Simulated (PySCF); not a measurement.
**C₆ coefficients of unlike pairs at BP86**

Calculated with PySCF 2.14 from the dipole response of each species, C₆(A,B) = (3/π) ∫ α_A(iu) α_B(iu) du, in atomic units, from isotropic polarisabilities. For ions this is the dispersion term alone; charge-induced terms of lower order in 1/R come first.

```json
{"species": "Ne⁺", "configuration": "[He] 2s2 2p5 (2P)", "basis": "aug-cc-pVDZ (4s3p2d)", "relativity": "none", "α (bohr³)": "1.235", "C₆ (like pair)": "2.186"}
{"species": "Ru", "configuration": "[Kr] 4d7 5s1 (5F)", "basis": "aug-cc-pwCVTZ-PP with ECP28MDF (8s8p7d4f3g)", "relativity": "core potential", "α (bohr³)": "56.04", "C₆ (like pair)": "515.5"}
{"species": "Cr³⁺", "configuration": "[Ar] 3d3 (4F)", "basis": "aug-cc-pVQZ-DK (9s8p6d4f3g2h)", "relativity": "spin-free X2C", "α (bohr³)": "2.200", "C₆ (like pair)": "5.571"}
```

Problem. Estimate C₆ for Ru with Ne⁺.

Solution. The integral gives 24.28. The combination rule 2 C_A C_B / (C_A α_B/α_A + C_B α_A/α_B) gives 20.38 and the geometric mean 33.57.

No spin-orbit coupling is included.

The other pairs:

```
     pair     C₆
 Cr³⁺, Ru  40.90
Cr³⁺, Ne⁺  3.480
```
